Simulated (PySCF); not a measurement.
A structure optimised at B3LYP-D3(BJ)/def2-TZVPD, used in a PySCF frequency run:

```xyz
2

Rb     0.0000     0.0000    -0.9052
Cl     0.0000     0.0000     1.9702
```

**Question.** Write its SMILES, formula and point group.

**Answer.** [Cl][Rb], ClRb, C∞v

**Question.** What are its rotational constants (standard atomic weights)?

**Answer.** 2.4394 GHz (linear rotor, B only)
